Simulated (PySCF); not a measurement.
# Reading the logs of faulty runs: BCGeH9Si

All numbers below are calculated, not measured. They come from PySCF 2.14.0, an open-source quantum chemistry program, on an isolated molecule that a program drew, which may never have been made. The molecule is BCGeH9Si (charge 0, singlet), drawn as the SMILES string `B[CH2][GeH2][SiH3]`.

Each row is a Hartree-Fock (HF) and frozen-core CCSD(T) single point in the cc-pV(D+d)Z basis, meant for a local HF minimum. Run 1 is clean. Each other run has one planted mistake out of seven kinds, and not every kind appears here: one electron removed, one electron added, multiplicity raised by two, geometry at a saddle point, minimal basis STO-3G, one bond length entered in bohr, all coordinates scaled. The reference is restricted for singlets and unrestricted otherwise, and also for a bond in bohr. Adding or removing an electron swaps singlet and doublet. Electrons count all cores. HOMO and LUMO are orbital energies over both spins, the gradient is its largest component, and the lowest frequency (negative if imaginary) is given only where the gradient is small. Bond lengths are over the 12 bonds as drawn. T1 is the CCSD diagnostic: over 0.02 (restricted) or 0.045 (unrestricted) a single reference is doubtful. Germanium has the cc-pVDZ-PP basis, with a core potential (ECP10MDF) in place of its 10 inner electrons, and its 3s, 3p and 3d shells are frozen in CCSD(T).

Geometry of the clean run:
```xyz
13
BCGeH9Si, angstrom
B    -1.6803    0.8497    1.7266
C    -0.3299    1.6088    1.6023
Ge    1.1445    0.4356    2.2748
Si    1.4455   -1.5483    0.9428
H    -2.0580    0.1199    0.8473
H    -2.3441    0.9280    2.7260
H    -0.0470    1.8434    0.5729
H    -0.2672    2.5101    2.2163
H     2.4286    1.2773    2.2461
H     0.8730    0.0475    3.7365
H     1.6050   -1.1798   -0.4844
H     0.2727   -2.4440    1.0778
H     2.6581   -2.2749    1.3887
```

| run | electrons | basis functions | <S^2> | HOMO (eV) | LUMO (eV) | gradient (hartree/bohr) | lowest frequency (cm^-1) | mean bond (Å) | longest bond (Å) | T1 | HF (hartree) | CCSD(T) (hartree) | mistake |
|---|---|---|---|---|---|---|---|---|---|---|---|---|---|
| 1 | 66 | 119 | 0.000 | -10.55 | 2.27 | 4.3e-05 | 49 | 1.5061 | 2.408 | 0.0114 | -650.08992 | -650.60932 | no fault |
| 2 | 66 | 119 | 2.018 | -6.71 | -2.76 | 6.9e-02 | - | 1.5061 | 2.408 | 0.0274 | -649.88081 | -650.40126 | multiplicity raised by two |
| 3 | 66 | 119 | 0.000 | -10.37 | 2.05 | 2.6e-02 | - | 1.5664 | 2.505 | 0.0117 | -650.07433 | -650.59904 | ? |
| 4 | 66 | 119 | 0.825 | -9.01 | 1.18 | 8.9e-03 | - | 1.6160 | 2.801 | 0.0417 | -649.98026 | -650.48919 | ? |

**Which mistake was planted in run 3, and what did it cost?**

The mean and the longest bond both change by the same factor, 1.040, and the gradient is no longer small. So the mistake is: all coordinates scaled. Subtracting run 1 and multiplying by 627.51 kcal/mol a hartree, the energy moved by 9.8 kcal/mol in HF and 6.5 kcal/mol in CCSD(T).

**Which mistake was planted in run 4, and what did it cost?**

The mean bond changes by a factor of 1.073 and the longest by 1.163, so the molecule wasn't scaled as a whole. A length L in bohr read as angstrom grows by (1/0.5292 - 1) L = 0.890 L. The 12 bonds together grew by 12 x 0.1099 = 1.319 Å, which gives L = 1.482 Å. That is the length of one of the H-Si bonds, 1.482 Å in the clean geometry. So the mistake is: one bond length entered in bohr. Subtracting run 1 and multiplying by 627.51 kcal/mol a hartree, the energy moved by 68.8 kcal/mol in HF and 75.4 kcal/mol in CCSD(T).

